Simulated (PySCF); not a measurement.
Energy of Cd⁺ (cadmium, charge +1) between two integer charges

The 5s alpha orbital of [Kr] 4d10 5s1 is emptied in steps (occupation f), with all orbitals relaxed, ending at [Kr] 4d10. Computed with PySCF 2.14 in aug-cc-pVTZ-PP with ECP28MDF (6s6p5d3f2g, 88 functions), with scalar relativity through the core potential. The exact energy is a straight line in f; departures are measured from the line between the end points of the same method.

```csv
f,UHF (eV),LDA (eV),PBE (eV)
1,0.000,0.000,0.000
0.9,0.013,-0.354,-0.350
0.7,0.029,-0.827,-0.821
0.5,0.034,-0.987,-0.982
0.3,0.028,-0.829,-0.829
0.1,0.012,-0.355,-0.356
0,0.000,0.000,0.000
```

```tsv
method	E(f=0) − E(f=1) (eV)	−ε at f=1 (eV)	−ε at f=0.5 (eV)
UHF	15.549	15.690	15.546
LDA	17.809	13.886	17.803
PBE	17.428	13.546	17.406
```

Orbital energy along the path (eV):

```csv
f,UHF,LDA,PBE
1,-15.690,-13.886,-13.546
0.9,-15.660,-14.661,-14.306
0.7,-15.602,-16.224,-15.845
0.5,-15.546,-17.803,-17.406
0.3,-15.494,-19.389,-18.990
0.1,-15.444,-20.970,-20.593
0,-15.420,-21.751,-21.388
```

Reference removal energy between the ground levels: 16.908 eV (measured; NIST Atomic Spectra Database, ionization energies). UHF lacks correlation.
